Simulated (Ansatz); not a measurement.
`CC(C)B(F)F`, charge 0, multiplicity 1.

Give a relaxed structure at PBE0-D4/def2-TZVP (Ansatz). (Estimate.)

Computed: 
Z-matrix (Å, degrees):
```
C
C 1 1.527
H 1 1.093 2 110.8
H 1 1.091 2 111.9 3 -120.7
H 1 1.094 2 111.0 3 119.2
C 2 1.528 1 112.1 3 -57.5
B 2 1.565 1 113.0 3 173.6
H 2 1.104 1 107.4 3 60.2
H 6 1.094 2 111.0 1 -61.6
H 6 1.091 2 111.9 1 178.2
H 6 1.093 2 110.8 1 57.6
F 7 1.324 2 122.1 1 156.2
F 7 1.324 2 122.2 1 -25.8
```
Point group Cs.
This is one stationary point; other conformers may exist.
